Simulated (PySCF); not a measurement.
## Computed vibrations of Y(NH2)3

Y(NH2)3 (singlet). PySCF 2.14.0, RKS PBE0, Y def2-SVP with ECP28, N def2-SVP, H def2-SVP; non-relativistic Hamiltonian with scalar-relativistic core potentials where named; density fitting; no spin-orbit coupling. Central differences of gradients.

```xyz
10

Y     0.0012   -0.0016   -0.0031
N     2.1431   -0.0011   -0.2140
H     2.7695   -0.8064   -0.2236
H     2.7509    0.8120   -0.3208
N    -1.0765    1.8597   -0.0032
H    -2.0829    1.9981    0.0969
H    -0.6837    2.7977   -0.0887
N    -1.0723   -1.8514    0.2323
H    -2.0816   -1.9592    0.3387
H    -0.6962   -2.7993    0.2641
```

Run from Python with OMP_NUM_THREADS=2. Where DIIS fails, smearing, a level shift and second-order steps follow.
It took 3.6 min on 2 threads of Arm Neoverse V1 (shared host).

Q: What are the harmonic wavenumbers and infrared intensities?

A: Negative numbers are unstable modes, those under 60 cm⁻¹ near the noise; a finer grid moves soft modes by up to 10 cm⁻¹.
```csv
cm⁻¹,km/mol
59,14.8
117,0.0
120,0.0
264,0.0
276,0.0
282,0.0
306,0.0
404,17.4
407,17.1
514,2.5
516,8.7
533,605.7
548,0.3
579,212.0
580,211.8
1518,31.6
1519,31.9
1524,0.1
3534,11.2
3535,10.9
3536,2.2
3615,2.3
3616,3.5
3617,4.1
```

Q: Is this a minimum?

A: Yes, within the noise of the softest modes. Ideal gas at 298.15 K and 1 bar: S = 374.1 J/(mol K), Cp = 128.2 J/(mol K), H − H(0 K) = 25.1 kJ/mol (rigid rotor, harmonic modes, spin degeneracy alone; the modes under 60 cm⁻¹ make these uncertain).
